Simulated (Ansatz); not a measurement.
Ansatz (a program for electronic structure) input for SiFCl, SMILES [Si](F)Cl (connectivity only; charge and spin as stated), neutral, multiplicity 1, PBE0-D3(BJ)/def2-TZVP. 

Ansatz 0.2 input:
```yaml
crystal:
  periodic: [false, false, false]
  atoms:
    - {symbol: Si, position_ang: [0.67154675, 0.59292416, 0.00000000]}
    - {symbol: F, position_ang: [-0.71252186, 1.45621124, 0.00000000]}
    - {symbol: Cl, position_ang: [-0.17582105, -1.25922585, -0.00000000]}
basis:
  gaussian:
    orbitals: def2-TZVP
hamiltonian:
  xc: pbe0
  dispersion: d3bj
relax: {f_tol: 0.002, max_steps: 200}
```

It prints:

```
WARN ansatz: RAYON_NUM_THREADS=1 ignored (pool sized by the plan → 1); use --threads N
Functional definition: PBE0
integrals: 0.03 GiB planned
692 factors; their error is unknown
mean field: 0.29 GiB planned
mean field evaluation 1: about -23109.0907 eV, gradient 3.5e1 eV
mean field evaluation 2: about -23104.8002 eV, gradient 6.5e1 eV
mean field evaluation 4: about -23110.9141 eV, gradient 1.7e0 eV
mean field evaluation 8: about -23110.9201 eV, gradient 1.5e-2 eV
mean field evaluation 16: about -23111.0022 eV, gradient 7.3e-5 eV
mean field -23111.00223835 eV, -849.3136670595 hartree, gradient 7.3e-5 eV, S^2 0.000000; 0 other end points of the search recorded, 0 dependent functions left out
the calculation of the forces begins
reference -23111.00225912 eV, -849.3136678225 hartree; 20, 20 occupied and 85, 85 virtual orbitals, 692 factors
relax step   1: F+E_penalty+E_count = -23111.05216607 eV  Δ(F+E_penalty+E_count) = +0.000e0 eV  max|allowed force component| = 8.769e-1 eV/Å  Δτ_max = 0.0000 Å  (27 SCF iters, accepted)
these checks for a lower state are left out or cut short: starts, cluster_reference, orbital_swaps, neighbouring_geometries, increment
integrals: 0.03 GiB planned
692 factors; their error is unknown
mean field: 0.29 GiB planned
mean field -23111.02881226 eV, -849.3146436324 hartree, gradient 1.2e-5 eV, S^2 0.000000; 0 other end points of the search recorded, 0 dependent functions left out
the calculation of the forces begins
reference -23111.02883310 eV, -849.3146443984 hartree; 20, 20 occupied and 85, 85 virtual orbitals, 692 factors
relax step   2: F+E_penalty+E_count = -23111.07840306 eV  Δ(F+E_penalty+E_count) = -2.624e-2 eV  max|allowed force component| = 4.535e-1 eV/Å  Δτ_max = 0.0664 Å  (29 SCF iters, accepted)
these checks for a lower state are left out or cut short: starts, cluster_reference, orbital_swaps, neighbouring_geometries, increment
integrals: 0.03 GiB planned
692 factors; their error is unknown
mean field: 0.29 GiB planned
mean field evaluation 32: about -23111.0332 eV, gradient 9.1e-6 eV
mean field -23111.03318411 eV, -849.3148042952 hartree, gradient 9.1e-6 eV, S^2 0.000000; 0 other end points of the search recorded, 0 dependent functions left out
the calculation of the forces begins
reference -23111.03320506 eV, -849.3148050649 hartree; 20, 20 occupied and 85, 85 virtual orbitals, 692 factors
relax step   3: F+E_penalty+E_count = -23111.08290943 eV  Δ(F+E_penalty+E_count) = -4.506e-3 eV  max|allowed force component| = 4.099e-1 eV/Å  Δτ_max = 0.0392 Å  (29 SCF iters, accepted)
these checks for a lower state are left out or cut short: starts, cluster_reference, orbital_swaps, neighbouring_geometries, increment
integrals: 0.03 GiB planned
692 factors; their error is unknown
mean field: 0.29 GiB planned
mean field -23111.03773837 eV, -849.3149716613 hartree, gradient 1.9e-5 eV, S^2 0.000000; 0 other end points of the search recorded, 0 dependent functions left out
the calculation of the forces begins
reference -23111.03775927 eV, -849.3149724291 hartree; 20, 20 occupied and 85, 85 virtual orbitals, 692 factors
relax step   4: F+E_penalty+E_count = -23111.08743047 eV  Δ(F+E_penalty+E_count) = -4.521e-3 eV  max|allowed force component| = 3.056e-2 eV/Å  Δτ_max = 0.0139 Å  (29 SCF iters, accepted)
these checks for a lower state are left out or cut short: starts, cluster_reference, orbital_swaps, neighbouring_geometries, increment
integrals: 0.03 GiB planned
692 factors; their error is unknown
mean field: 0.29 GiB planned
mean field -23111.03776393 eV, -849.3149726004 hartree, gradient 5.8e-5 eV, S^2 0.000000; 0 other end points of the search recorded, 0 dependent functions left out
the calculation of the forces begins
reference -23111.03778482 eV, -849.3149733681 hartree; 20, 20 occupied and 85, 85 virtual orbitals, 692 factors
relax step   5: F+E_penalty+E_count = -23111.08746083 eV  Δ(F+E_penalty+E_count) = -3.036e-5 eV  max|allowed force component| = 3.181e-3 eV/Å  Δτ_max = 0.0010 Å  (21 SCF iters, accepted)
these checks for a lower state are left out or cut short: starts, cluster_reference, orbital_swaps, neighbouring_geometries, increment
integrals: 0.03 GiB planned
692 factors; their error is unknown
mean field: 0.29 GiB planned
mean field -23111.03776393 eV, -849.3149726003 hartree, gradient 6.1e-6 eV, S^2 0.000000; 0 other end points of the search recorded, 0 dependent functions left out
the calculation of the forces begins
reference -23111.03778482 eV, -849.3149733679 hartree; 20, 20 occupied and 85, 85 virtual orbitals, 692 factors
relax step   6: F+E_penalty+E_count = -23111.08746106 eV  Δ(F+E_penalty+E_count) = -2.262e-7 eV  max|allowed force component| = 6.154e-5 eV/Å  Δτ_max = 0.0001 Å  (19 SCF iters, accepted)
integrals: 0.03 GiB planned
692 factors; their error is unknown
mean field: 0.29 GiB planned
mean field evaluation 64: about -23111.0378 eV, gradient 5.1e-3 eV
mean field -23111.03776393 eV, -849.3149726003 hartree, gradient 9.4e-6 eV, S^2 0.000000; 1 other end points of the search recorded, 0 dependent functions left out
the calculation of the forces begins
reference -23111.03778482 eV, -849.3149733679 hartree; 20, 20 occupied and 85, 85 virtual orbitals, 692 factors
Total energy: -23111.08748195 eV, -849.3167997039 hartree
Atom 0 at     0.642589     0.607587    -0.000000 Å, force     0.000062    -0.000036     0.000000 eV/Å
Atom 1 at    -0.694873     1.491366     0.000000 Å, force    -0.000048    -0.000022    -0.000000 eV/Å
Atom 2 at    -0.164512    -1.309044     0.000000 Å, force    -0.000013     0.000058    -0.000000 eV/Å
Dipole moment:     0.203547     0.071710     0.000000 e Å
```

The calculation finished and met its thresholds.

Cost: roughly 19 core-seconds.
